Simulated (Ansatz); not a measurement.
`CCCCCCCCCCO`, relaxed as a singlet with RKS PBE0-D4/def2-SVP in Ansatz, starting from the GFN2-xTB geometry. Force threshold 0.03 eV/Å.

Start:

```tsv
atom	x (Å)	y (Å)	z (Å)
C1	2.289	4.691	-2.019
C2	2.191	3.213	-1.658
C3	0.777	2.825	-1.232
C4	0.671	1.346	-0.869
C5	-0.745	0.967	-0.440
C6	-0.927	-0.529	-0.184
C7	-0.158	-1.032	1.037
C8	-0.337	-2.531	1.288
C9	-1.764	-2.910	1.689
C10	-1.879	-4.367	2.145
O11	-1.630	-5.298	1.120
H12	2.019	5.309	-1.165
H13	1.615	4.928	-2.839
H14	3.303	4.945	-2.321
H15	2.486	2.609	-2.520
H16	2.888	2.992	-0.846
H17	0.481	3.430	-0.371
H18	0.084	3.051	-2.047
H19	0.960	0.742	-1.732
H20	1.372	1.131	-0.060
H21	-1.009	1.523	0.463
H22	-1.440	1.271	-1.227
H23	-0.604	-1.085	-1.067
H24	-1.991	-0.722	-0.039
H25	0.906	-0.838	0.895
H26	-0.481	-0.477	1.921
H27	0.345	-2.831	2.089
H28	-0.050	-3.069	0.380
H29	-2.089	-2.272	2.513
H30	-2.441	-2.760	0.848
H31	-2.901	-4.569	2.475
H32	-1.202	-4.544	2.994
H33	-0.743	-5.141	0.777
```

| step | energy (eV) | largest force component (eV/Å) | SCF passes |
| --- | --- | --- | --- |
| 1 | -12752.8671 | 1.005 | 16 |
| 2 | -12752.9491 | 0.317 | 18 |
| 3 | -12752.9612 | 0.060 | 18 |
| 4 | -12752.9626 | 0.038 | 18 |
| 5 | -12752.9635 | 0.020 | 18 |

Force components are those of the run's own axes.

End:

```xyz
33

C     2.311    4.715   -2.020
C     2.192    3.242   -1.663
C     0.788    2.830   -1.240
C     0.659    1.356   -0.887
C    -0.749    0.954   -0.467
C    -0.936   -0.533   -0.180
C    -0.156   -1.046    1.025
C    -0.351   -2.530    1.322
C    -1.763   -2.923    1.739
C    -1.892   -4.392    2.118
O    -1.624   -5.267    1.053
H     2.039    5.356   -1.166
H     1.641    4.979   -2.854
H     3.336    4.980   -2.321
H     2.505    2.625   -2.524
H     2.900    2.998   -0.851
H     0.473    3.442   -0.375
H     0.076    3.076   -2.050
H     0.968    0.744   -1.755
H     1.378    1.117   -0.083
H    -1.043    1.537    0.426
H    -1.453    1.254   -1.262
H    -0.648   -1.117   -1.074
H    -2.011   -0.728   -0.030
H     0.920   -0.860    0.871
H    -0.438   -0.457    1.917
H     0.352   -2.828    2.122
H    -0.062   -3.110    0.426
H    -2.077   -2.307    2.600
H    -2.474   -2.714    0.923
H    -2.925   -4.603    2.437
H    -1.241   -4.605    2.993
H    -0.692   -5.185    0.827
```

By distances, no bond broke or formed. The bond that changes most is C1–H12, from 1.09 to 1.10 Å (atoms count from 1).

No frequencies were taken in this run, so the end may be a saddle point.

Run time 39 s (4 threads of Arm Neoverse V2 on a shared host), peak host memory 1.1 GiB.
